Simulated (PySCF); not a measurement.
3-ethynyltoluene, C9H8.
SMILES: `C#Cc1cccc(C)c1`

Computed with PBE0-D3(BJ)/def2-SVP geometry optimisation, gas phase in PySCF.

Masses are those of the commonest isotopes; rigid-rotor values at the optimised geometry. 

Question: What are A, B and C (MHz)?

Answer: Ia = 153.05, Ib = 424.76, Ic = 574.65 u·Å²; 505379 MHz·u·Å²/I gives A = 3302, B = 1190, C = 879.5 MHz.

Question: What kind of rotor is it?

Answer: An asymmetric top: κ = (2 × 1190 − 3302 − 879.5)/(3302 − 879.5) = -0.74.

Question: Is it planar, by Δ = Ic − Ia − Ib?

Answer: Not planar: Δ = Ic − Ia − Ib = -3.17 u·Å². For a rigid frame Δ = −2 Σ m c², so Σ m c² = 1.58 u·Å² lies off the ab plane, practically all of it from hydrogen. The atom farthest from that plane is 0.96 Å away.

Question: Give the coordinates in the principal-axis frame, origin at the centre of mass.

Answer: The sense of each axis is arbitrary; atoms in the order of the calculation.
| atom | mass (u) | a (Å) | b (Å) | c (Å) |
| --- | --- | --- | --- | --- |
| C1 | 12.000 | 3.434 | -0.722 | -0.001 |
| C2 | 12.000 | 2.275 | -0.363 | 0.000 |
| C3 | 12.000 | 0.910 | 0.061 | 0.000 |
| C4 | 12.000 | 0.588 | 1.427 | -0.003 |
| C5 | 12.000 | -0.747 | 1.820 | -0.001 |
| C6 | 12.000 | -1.763 | 0.868 | 0.004 |
| C7 | 12.000 | -1.466 | -0.502 | 0.005 |
| C8 | 12.000 | -2.567 | -1.523 | -0.005 |
| C9 | 12.000 | -0.126 | -0.889 | 0.004 |
| H10 | 1.008 | 4.460 | -1.040 | -0.001 |
| H11 | 1.008 | 1.389 | 2.168 | -0.006 |
| H12 | 1.008 | -0.998 | 2.884 | -0.001 |
| H13 | 1.008 | -2.808 | 1.190 | 0.007 |
| H14 | 1.008 | -3.304 | -1.323 | 0.788 |
| H15 | 1.008 | -2.176 | -2.539 | 0.142 |
| H16 | 1.008 | -3.110 | -1.508 | -0.964 |
| H17 | 1.008 | 0.134 | -1.950 | 0.008 |

Question: Where do the levels up to J = 5 lie, in cm⁻¹?

Answer: Above 0(0,0):
J = 1: 1(0,1) 0.0690, 1(1,1) 0.1395, 1(1,0) 0.1498
J = 2: 2(0,2) 0.2060, 2(1,2) 0.2672, 2(1,1) 0.2982, 2(2,1) 0.5096, 2(2,0) 0.5107
J = 3: 3(0,3) 0.4089, 3(1,3) 0.4581, 3(1,2) 0.5201, 3(2,2) 0.7167, 3(2,1) 0.7219, 3(3,1) 1.0954, 3(3,0) 1.0955
J = 4: 4(0,4) 0.6750, 4(1,4) 0.7115, 4(1,3) 0.8146, 4(2,3) 0.9919, 4(2,2) 1.0071, 4(3,2) 1.3735, 4(3,1) 1.3739, 4(4,1) 1.9011, 4(4,0) 1.9011
J = 5: 5(0,5) 1.0016, 5(1,5) 1.0268, 5(1,4) 1.1802, 5(2,4) 1.3347, 5(2,3) 1.3684, 5(3,3) 1.7216, 5(3,2) 1.7234, 5(4,2) 2.2486, 5(4,1) 2.2486, 5(5,1) 2.9271, 5(5,0) 2.9271
Those of J = 1 are B + C, A + C and A + B.

Question: Which types of transition are allowed, and where do some lines up to J = 4 fall?

Answer: The dipole components are |μa| = 1.03 D, |μb| = 0.06 D, |μc| = 0.03 D. Intensities carry the squares of the components, which stand as 1.00 : 0.00 : 0.00 (a : b : c). Some lines, for components of 0.1 D or more:

```json
{"type": "a", "branch": "Q", "J(Ka,Kc)": "1(1,0) ← 1(1,1)", "MHz": "310", "lower level (cm⁻¹)": "0.139"}
{"type": "a", "branch": "Q", "J(Ka,Kc)": "3(1,2) ← 3(1,3)", "MHz": "1860", "lower level (cm⁻¹)": "0.458"}
{"type": "a", "branch": "R", "J(Ka,Kc)": "1(0,1) ← 0(0,0)", "MHz": "2069", "lower level (cm⁻¹)": "0.000"}
{"type": "a", "branch": "Q", "J(Ka,Kc)": "4(1,3) ← 4(1,4)", "MHz": "3089", "lower level (cm⁻¹)": "0.712"}
{"type": "a", "branch": "R", "J(Ka,Kc)": "2(1,1) ← 1(1,0)", "MHz": "4449", "lower level (cm⁻¹)": "0.150"}
{"type": "a", "branch": "R", "J(Ka,Kc)": "3(1,3) ← 2(1,2)", "MHz": "5723", "lower level (cm⁻¹)": "0.267"}
{"type": "a", "branch": "R", "J(Ka,Kc)": "3(0,3) ← 2(0,2)", "MHz": "6083", "lower level (cm⁻¹)": "0.206"}
{"type": "a", "branch": "R", "J(Ka,Kc)": "3(2,1) ← 2(2,0)", "MHz": "6333", "lower level (cm⁻¹)": "0.511"}
{"type": "a", "branch": "R", "J(Ka,Kc)": "4(2,3) ← 3(2,2)", "MHz": "8252", "lower level (cm⁻¹)": "0.717"}
{"type": "a", "branch": "R", "J(Ka,Kc)": "4(3,2) ← 3(3,1)", "MHz": "8335", "lower level (cm⁻¹)": "1.095"}
{"type": "a", "branch": "R", "J(Ka,Kc)": "4(3,1) ← 3(3,0)", "MHz": "8347", "lower level (cm⁻¹)": "1.096"}
{"type": "a", "branch": "R", "J(Ka,Kc)": "4(2,2) ← 3(2,1)", "MHz": "8551", "lower level (cm⁻¹)": "0.722"}
{"type": "a", "branch": "R", "J(Ka,Kc)": "4(1,3) ← 3(1,2)", "MHz": "8828", "lower level (cm⁻¹)": "0.520"}
```

PBE0-D3(BJ)/def2-SVP frequencies: not computed here. Constants of a rigid frame at the computed geometry: no zero-point averaging, no centrifugal distortion. A rigid rotor knows nothing of internal rotation, which can split or shift real lines.
